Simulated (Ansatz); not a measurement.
Ligand exchange: InH(NH2)2 + SiH(NH2)2(SiH3) → In(NH2)3 + SiH2(NH2)(SiH3)

Species: InH(NH2)2, singlet; SiH(NH2)2(SiH3), singlet; In(NH2)3, singlet; SiH2(NH2)(SiH3), singlet. The partners trade H for NH2: In–H and Si–NH2 bonds give way to In–NH2 and Si–H.

Shapes, held fixed at every level: PBE0-D4/def2-TZVP. Flexible molecules stand in one conformer, not always the lowest. Programs: Ansatz 0.2.0. Electronic energies: no zero-point or thermal term.

```json
{"level": "HF/def2-SVP", "kind": "Hartree–Fock", "ΔE (kJ/mol)": "+65.3", "less CCSD(T)/def2-TZVPP": "+8.1"}
{"level": "HF/def2-TZVPP", "kind": "Hartree–Fock", "ΔE (kJ/mol)": "+66.0", "less CCSD(T)/def2-TZVPP": "+8.8"}
{"level": "B3LYP-D4/def2-TZVPP", "kind": "global hybrid", "ΔE (kJ/mol)": "+64.8", "less CCSD(T)/def2-TZVPP": "+7.6"}
{"level": "PBE0-D4/def2-TZVPP", "kind": "global hybrid", "ΔE (kJ/mol)": "+64.8", "less CCSD(T)/def2-TZVPP": "+7.6"}
{"level": "r2SCAN0-D4/def2-TZVPP", "kind": "global hybrid", "ΔE (kJ/mol)": "+69.0", "less CCSD(T)/def2-TZVPP": "+11.8"}
{"level": "B2PLYP/def2-TZVPP", "kind": "double hybrid", "ΔE (kJ/mol)": "+59.5", "less CCSD(T)/def2-TZVPP": "+2.3"}
{"level": "MP2/def2-SVP", "kind": "perturbation theory", "ΔE (kJ/mol)": "+51.8", "less CCSD(T)/def2-TZVPP": "-5.4"}
{"level": "CCSD(T)/def2-TZVPP", "kind": "coupled cluster or CI", "ΔE (kJ/mol)": "+57.2", "less CCSD(T)/def2-TZVPP": "0.0"}
```

The highest level, CCSD(T)/def2-TZVPP, gives ΔE = +57.2 kJ/mol; the levels span +51.8 to +69.0. The column of differences is taken from that level and isn't an error. No measured value is set beside it here. For atoms past krypton def2 sets carry core potentials with scalar relativity. Outer-core shells of In are correlated in most correlated rows, in sets that cover them unevenly.
